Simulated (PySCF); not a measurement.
Several compounds and their computed core spectra got separated.

Level of theory: delta-SCF UKS SCAN, pcX-2 on the ionised atom, pcseg-1 elsewhere, spin-free X2C (PySCF). Geometries: PBE0-D3(BJ)/def2-SVP; isolated species, one conformer each.

Line lists (1s up to Mg, 2p3/2 beyond, nothing for Ge; areas count atoms within a level, one atom standing for each set equivalent by bonding):
1. C 1s: 290.40 (area 1), 290.56 (area 2), 291.44 (area 1), 292.38 (area 1) eV; O 1s: 539.07 eV; P 2p3/2: 135.47 eV
2. C 1s: 289.97 (area 1), 290.14 (area 1), 290.15 (area 1), 290.19 (area 1), 290.29 (area 1), 290.34 (area 1), 290.43 (area 1) eV
3. C 1s: 290.07 (area 1), 291.59 (area 1) eV; N 1s: 404.29 eV; Si 2p3/2: 106.52 eV

Structures:
A. `C(=P\C1CC1)/OC`
B. `CC[C@@H]1CC[C@H]([GeH3])C1`
C. `N(C)[SiH2]C`

Problem. Which list belongs to which compound?

Solution. 
- 1 = A: no other candidate has this set of levels. C 1s: 290.40 sp3 carbon bound to phosphorus, 290.56 three-membered-ring carbon (×2), 291.44 carbon bonded to O, P and H, 292.38 methoxy carbon; O 1s: 539.07 ether oxygen; P 2p3/2: 135.47 phosphorus bonded to 2 C.
- 2 = B: no other candidate has this set of levels. C 1s: 289.97 sp3 carbon bound to germanium, 290.14 ring CH2 carbon, 290.15 sp3 CH carbon, 290.19 ring CH2 carbon, 290.29 ring CH2 carbon, 290.34 chain CH2 carbon, 290.43 methyl carbon.
- 3 = C: no other candidate has this set of levels. C 1s: 290.07 Si-methyl carbon, 291.59 N-methyl carbon; N 1s: 404.29 silicon-bound nitrogen; Si 2p3/2: 106.52 SiH2 silicon.

2p3/2 and 2p1/2 are the ΔSCF energy of one spin-free 2p hole plus the eigenvalues of a spin–orbit and ligand-field matrix of the shell. 1 of these hole states is spin-contaminated (⟨S²⟩ 0.87, against 0.75; counted from 0.85) and less certain.
